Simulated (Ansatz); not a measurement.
Molecule: sum formula H2SiO3Cl, net charge -1, singlet state. It need not be the lowest isomer of its formula. Whether it binds its extra electron was not tested at this geometry. 
Coordinates optimised at B3LYP-D3(BJ)/def2-TZVP (Ansatz, a quantum-chemistry and plane-wave program):
```
Si
O 1 1.5392
O 1 1.6701 2 119.21
H 3 0.9605 1 111.63 2 153.31
O 1 1.6804 2 116.31 3 -125.85
H 5 0.9615 1 108.09 2 -21.14
Cl 1 2.1955 2 114.22 6 -108.43
```
Charge -1, spin multiplicity 1.

Total electronic energies in hartree. Cores are frozen in the correlated levels unless marked. No spin-orbit coupling. No relativistic terms. CBS marks a two-point X^-3 extrapolation of the correlation energy; Hartree-Fock from the larger set.

| level | program | energy (Eh) |
|---|---|---|
| HF/cc-pV(T+d)Z | Ansatz | -974.55680 |
| HF/cc-pwCVTZ | Ansatz | -974.56044 |
| revPBE-D4/def2-TZVPD | Ansatz + dftd4 | -976.76028 |
| B97M-V/def2-TZVPD | Ansatz | -976.70243 |
| PBE0-D4/def2-TZVPD | Ansatz + dftd4 | -976.45724 |
| r2SCANh-D4/def2-TZVPD | Ansatz + dftd4 | -976.78827 |
| MP2/aug-cc-pV(Q+d)Z | Ansatz | -975.73362 |
| CCSD(T)/aug-cc-pV(Q+d)Z | Ansatz | -975.78736 |
| CCSD(T)/CBS(aug-cc-pV(T+d)Z,aug-cc-pV(Q+d)Z) | Ansatz | -975.8399 |

Totals of different functionals don't rank their quality; only differences between species are comparable.
